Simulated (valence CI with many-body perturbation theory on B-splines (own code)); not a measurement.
Cs XXIV in brief

Calculated by relativistic CI+MBPT: four valence electrons over a frozen Dirac-Fock core [Ar] 3d10, radial functions for each j: 11 s, 11 p, 10 d, 8 f, 5 g, 2 h, with the one-electron correlation potential Σ1, the two-electron term Σ2, the three-electron term Σ3, Breit, model QED; selected CI, second order for the rest, scaled by the run's own slope (own B-spline code, finite nucleus).

No measured spectrum was set against this ion. As an estimate, levels hold to about 250 cm⁻¹ or 0.2 % of their energy and the worst to 1 %, as in measured heavy ions of charge 2 to 7; those with d or f electrons hold less well. Among the levels kept, up to 450 cm⁻¹ of a level comes from second order outside the variational space, and about a tenth of that is noise between levels of different J, which matters for small intervals.

Levels are named by their leading jj configuration (3d3/2^4 stands for four electrons in 3d with j = 3/2), which in mixed levels can hold well under half, so a name can repeat and another be missing.

Rates and lifetimes use the calculated energies. Strong lines usually hold to 10 to 20 %, long lifetimes can be off by a factor of two.

(1) What is the ground level?

(2) Where does the other parity begin?

(3) What is the ionisation energy?

(4) How well does LS coupling describe the low levels?

(5) Name the longest-lived excited levels whose lifetime is computed, and their main decay.

## Answers

(1) (4s^2 4p1/2^2) J=0, composition 76 % 4s2 4p2 3P + 22 % 4s2 4p2 1S.

(2) At (4s 4p1/2^2 4p3/2) J=2, 537690 cm⁻¹.

(3) 754.66 eV; NIST lists 753 ± 4 eV (theoretical).

(4) Among the lowest 20 levels the leading LS term, summed over configurations, holds 67 % on average. For single configurations the figures are 64 % in LS and 85 % in jj coupling. Terms mix most in the J = 2 level at 884480 cm⁻¹, where the leading one holds 34 %.

(5) (4s^2 4p1/2 4p3/2) J=2 at 148490 cm⁻¹ lives 3.74 ms, mostly by E2 to (4s^2 4p1/2^2) J=0; (4s^2 4p3/2 4d5/2) J=4 at 1026700 cm⁻¹ lives 35.6 μs, mostly by M1 to (4s^2 4p1/2 4d5/2) J=3; (4s^2 4p1/2 4p3/2) J=1 at 127880 cm⁻¹ lives 34.5 μs, mostly by M1 to (4s^2 4p1/2^2) J=0.
